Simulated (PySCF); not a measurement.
C2H7FS2Si.

```xyz
13

Si     0.0787     0.4943    -0.5062
F      0.4573     0.4813    -2.0885
S      1.2574    -0.8769     0.6216
C      2.7672     0.1388     0.9069
S     -1.9604    -0.1101    -0.3931
C     -2.2149     0.0849     1.4216
H      0.3490     1.8720    -0.0150
H      3.3772    -0.4055     1.6400
H      3.3418     0.2561    -0.0217
H      2.5113     1.1258     1.3171
H     -2.1282     1.1384     1.7234
H     -1.4988    -0.5275     1.9852
H     -3.2362    -0.2624     1.6263
```
Charge 0, spin multiplicity 1.

The structure is a stationary point at B3LYP-D3(BJ)/def2-SVP. One conformer was computed; it need not be the lowest.

Computed with PBE/pcSseg-1 in PySCF. Non-relativistic, no solvent.

Computed absolute GIAO shielding of each atom: isotropic value and principal components (ppm):
```
atom  σ(iso)    σ11    σ22    σ33   span
----  ------  -----  -----  -----  -----
Si1    291.8  235.1  304.2  336.2  101.1
F2     312.1  276.6  313.2  346.4   69.7
S3     580.1  511.6  560.1  668.5  156.9
C4     163.8  147.7  157.0  186.8   39.0
S5     622.9  531.8  585.3  751.6  219.8
C6     163.7  145.8  160.3  184.9   39.1
H7      25.0   22.2   23.2   29.5    7.3
H8      29.2   23.9   26.4   37.1   13.2
H9      28.9   23.1   26.9   36.8   13.6
H10     29.3   24.1   27.8   36.1   12.1
H11     29.3   24.6   26.6   36.6   12.0
H12     29.2   23.3   29.4   35.1   11.8
H13     29.2   23.9   26.3   37.4   13.6
```
